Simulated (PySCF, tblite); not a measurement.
Isomers of C7H10NP. Computed values, GFN2-xTB/tblite, gas phase, harmonic and unscaled. Against measured fundamentals such values can be off by several per cent, at times by over 20. One conformer each.

Electronic energies: PBE0-D3(BJ)/def2-SVP at its own geometries (PySCF, gas phase).

```tsv
SMILES	electronic energy, lowest = 0 (kcal/mol)
CP(C)c1ccccn1	0.0
Cc1cn(C2CC2)cp1	19.1
CC(C)c1ncccp1	6.4
```

How do GFN2-xTB zero-point energies change the relative energies?

```
         SMILES  ZPE (kcal/mol)  of it from modes above 1550 cm⁻¹  electronic (kcal/mol)  with ZPE, lowest = 0 (kcal/mol)  lowest mode (cm⁻¹)  rings
  CP(C)c1ccccn1            94.1                              47.9                    0.0                              0.0                  31      1
  CC(C)c1ncccp1            96.0                              43.2                    6.4                              8.4                  21      1
Cc1cn(C2CC2)cp1            96.4                              43.8                   19.1                             21.4                  21      2
```

The zero-point energies span 2.3 kcal/mol, from `CP(C)c1ccccn1` to `Cc1cn(C2CC2)cp1`. The order is unchanged.

And how do the electronic energies of GFN2-xTB itself compare?

`CP(C)c1ccccn1` 0.0; `CC(C)c1ncccp1` 3.7; `Cc1cn(C2CC2)cp1` 4.5 kcal/mol, lowest = 0. Against the energies above, taken from the same isomer `CP(C)c1ccccn1`, the largest difference is 14.6 kcal/mol. The two levels were optimised apart and needn't hold the same conformer.
